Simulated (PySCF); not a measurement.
C₆H₁₆Si (SMILES CC(C)[Si](C)(C)C), singlet, geometry from GFN2-xTB, with bond 19-6 at 1.4 times its length; CASCI(2,3)/STO-3G (PySCF).

Input for PySCF:
```python
from pyscf import gto, scf, mcscf
import numpy

mol = gto.M(
    atom='''
C     2.008494   -0.841079   -0.761643
C     1.158963    0.396994   -0.482484
C     1.843357    1.263552    0.572556
Si   -0.641471   -0.062759    0.019530
C    -1.456184   -1.061179   -1.388820
C    -0.649177   -1.108574    1.616935
C    -1.646257    1.534247    0.309348
H     2.101768   -1.450170    0.134655
H     1.562974   -1.449257   -1.544811
H     3.010576   -0.555956   -1.080882
H     1.117344    0.980980   -1.408802
H     1.279861    2.175905    0.750711
H     1.929079    0.723975    1.513087
H     2.846824    1.540706    0.250660
H    -2.505558   -1.241524   -1.177900
H    -1.399249   -0.533781   -2.336068
H    -0.980939   -2.027894   -1.521515
H    -1.663457   -1.362315    1.909944
H    -0.013384   -0.360705    2.777592
H    -0.105536   -2.039407    1.486979
H    -2.695811    1.307307    0.467831
H    -1.295432    2.074879    1.182633
H    -1.581986    2.205796   -0.541278
''',
    basis='sto-3g',
    charge=0,
    spin=0,
    verbose=4,
)

mf = scf.RHF(mol)
mf.kernel()
mc = mcscf.CASCI(mf, 3, 2)
mc.fix_spin_(ss=0.0)
mc.kernel()
occ = numpy.linalg.eigvalsh(mc.fcisolver.make_rdm1(mc.ci, mc.ncas, mc.nelecas))[::-1]
ss = mc.fcisolver.spin_square(mc.ci, mc.ncas, mc.nelecas)[0]
print('natural occupations', occ.round(4), ' <S^2>', round(ss, 4))
```

Task: Predict the main parts of the log of this PySCF run.

Result: 
```
PySCF version 2.14.0

[INPUT] verbose = 4
[INPUT] num. atoms = 23
[INPUT] num. electrons = 66
[INPUT] charge = 0
[INPUT] spin (= nelec alpha-beta = 2S) = 0
[INPUT] symmetry False subgroup None
[INPUT] Mole.unit = angstrom
[INPUT] Symbol           X                Y                Z      unit          X                Y                Z       unit  Magmom
[INPUT]  1 C      2.008494000000  -0.841079000000  -0.761643000000 AA    3.795503582832  -1.589408959123  -1.439296674692 Bohr   0.0
[INPUT]  2 C      1.158963000000   0.396994000000  -0.482484000000 AA    2.190122658504   0.750209933096  -0.911762619485 Bohr   0.0
[INPUT]  3 C      1.843357000000   1.263552000000   0.572556000000 AA    3.483439879800   2.387767224146   1.081974030976 Bohr   0.0
[INPUT]  4 Si    -0.641471000000  -0.062759000000   0.019530000000 AA   -1.212204506851  -0.118597321852   0.036906351213 Bohr   0.0
[INPUT]  5 C     -1.456184000000  -1.061179000000  -1.388820000000 AA   -2.751788946974  -2.005337679140  -2.624489436318 Bohr   0.0
[INPUT]  6 C     -0.649177000000  -1.108574000000   1.616935000000 AA   -1.226766736367  -2.094901248814   3.055564311224 Bohr   0.0
[INPUT]  7 C     -1.646257000000   1.534247000000   0.309348000000 AA   -3.110974860648   2.899306637436   0.584582997182 Bohr   0.0
[INPUT]  8 H      2.101768000000  -1.450170000000   0.134655000000 AA    3.971765897375  -2.740424134061   0.254461071303 Bohr   0.0
[INPUT]  9 H      1.562974000000  -1.449257000000  -1.544811000000 AA    2.953592799816  -2.738698814109  -2.919269704215 Bohr   0.0
[INPUT] 10 H      3.010576000000  -0.555956000000  -1.080882000000 AA    5.689164117189  -1.050604577309  -2.042570952972 Bohr   0.0
[INPUT] 11 H      1.117344000000   0.980980000000  -1.408802000000 AA    2.111474146926   1.853783533676  -2.662249943740 Bohr   0.0
[INPUT] 12 H      1.279861000000   2.175905000000   0.750711000000 AA    2.418586767512   4.111864523072   1.418638188698 Bohr   0.0
[INPUT] 13 H      1.929079000000   0.723975000000   1.513087000000 AA    3.645430982650   1.368114471032   2.859320032640 Bohr   0.0
[INPUT] 14 H      2.846824000000   1.540706000000   0.250660000000 AA    5.379717684839   2.911512378474   0.473678750383 Bohr   0.0
[INPUT] 15 H     -2.505558000000  -1.241524000000  -1.177900000000 AA   -4.734818409213  -2.346140337075  -2.225908402125 Bohr   0.0
[INPUT] 16 H     -1.399249000000  -0.533781000000  -2.336068000000 AA   -2.644197390072  -1.008699900496  -4.414528728360 Bohr   0.0
[INPUT] 17 H     -0.980939000000  -2.027894000000  -1.521515000000 AA   -1.853706054905  -3.832164269649  -2.875246644418 Bohr   0.0
[INPUT] 18 H     -1.663457000000  -1.362315000000   1.909944000000 AA   -3.143478149991  -2.574402245387   3.609271073256 Bohr   0.0
[INPUT] 19 H     -0.013384000000  -0.360705000000   2.777592000000 AA   -0.025292094451  -0.681633661761   5.248888165783 Bohr   0.0
[INPUT] 20 H     -0.105536000000  -2.039407000000   1.486979000000 AA   -0.199434136282  -3.853920686521   2.809983062980 Bohr   0.0
[INPUT] 21 H     -2.695811000000   1.307307000000   0.467831000000 AA   -5.094344473590   2.470452190727   0.884072462581 Bohr   0.0
[INPUT] 22 H     -1.295432000000   2.074879000000   1.182633000000 AA   -2.448011692998   3.920953051611   2.234852475873 Bohr   0.0
[INPUT] 23 H     -1.581986000000   2.205796000000  -0.541278000000 AA   -2.989520272896   4.168350326661  -1.022867177252 Bohr   0.0

nuclear repulsion = 402.858962625153
number of shells = 39
number of NR pGTOs = 165
number of NR cGTOs = 55
basis = sto-3g
ecp = {}

******** <class 'pyscf.scf.hf.RHF'> ********
method = RHF
initial guess = minao
damping factor = 0
level_shift factor = 0
DIIS = <class 'pyscf.scf.diis.CDIIS'>
diis_start_cycle = 1
diis_space = 8
diis_damp = 0
SCF conv_tol = 1e-09
SCF conv_tol_grad = None
SCF max_cycles = 50
direct_scf = True
direct_scf_tol = 1e-13
Set gradient conv threshold to 3.16228e-05
Initial guess from minao.
init E= -519.733879925389
  HOMO = -0.256213687828506  LUMO = 0.191599015426374  gap/eV = 12.18560
cycle= 1 E= -519.321353380617  delta_E= 0.413  |g|= 0.28  |ddm|= 5.27
  HOMO = -0.312977504086467  LUMO = 0.391646808794595  gap/eV = 19.17380
cycle= 2 E= -519.354916876105  delta_E= -0.0336  |g|= 0.0648  |ddm|= 0.526
  HOMO = -0.339787884263426  LUMO = 0.381054442488837  gap/eV = 19.61512
cycle= 3 E= -519.356959320073  delta_E= -0.00204  |g|= 0.0143  |ddm|= 0.14
  HOMO = -0.335458885933655  LUMO = 0.384735696658139  gap/eV = 19.59749
cycle= 4 E= -519.357038251291  delta_E= -7.89e-05  |g|= 0.00154  |ddm|= 0.0272
  HOMO = -0.334969916434089  LUMO = 0.384632464049781  gap/eV = 19.58138
cycle= 5 E= -519.357039282011  delta_E= -1.03e-06  |g|= 0.000406  |ddm|= 0.00267
  HOMO = -0.334993616061026  LUMO = 0.384774854659392  gap/eV = 19.58590
cycle= 6 E= -519.357039372383  delta_E= -9.04e-08  |g|= 0.000105  |ddm|= 0.000799
  HOMO = -0.33501375109115  LUMO = 0.384756470142228  gap/eV = 19.58595
cycle= 7 E= -519.357039380324  delta_E= -7.94e-09  |g|= 2.88e-05  |ddm|= 0.000235
  HOMO = -0.335014575262739  LUMO = 0.384760412699631  gap/eV = 19.58608
cycle= 8 E= -519.357039381077  delta_E= -7.53e-10  |g|= 4.54e-06  |ddm|= 8.41e-05
  HOMO = -0.335013465168637  LUMO = 0.384760309624335  gap/eV = 19.58604
Extra cycle  E= -519.357039381087  delta_E= -9.55e-12  |g|= 1.66e-06  |ddm|= 8.14e-06
converged SCF energy = -519.357039381087

******** <class 'pyscf.mcscf.casci.CASCI'> ********
CAS (1e+1e, 3o), ncore = 32, nvir = 20
natorb = False
canonicalization = True
sorting_mo_energy = False
******** <class 'pyscf.fci.addons.SpinPenaltyFCISolver'> ********
max. cycles = 200
conv_tol = 1e-08
davidson only = True
linear dependence = 1e-12
level shift = 0.001
max iter space = 12
nroots = 1
pspace_size = 400
spin = None
Density matrix diagonal elements [1.99513381e+00 2.17899172e-05 4.84439904e-03]
CASCI converged
CASCI E = -519.359748395379  E(CI) = -1.02149740784182  S^2 = 0.0000000
natural occupations [1.9951 0.0048 0.    ]  <S^2> 0.0
```
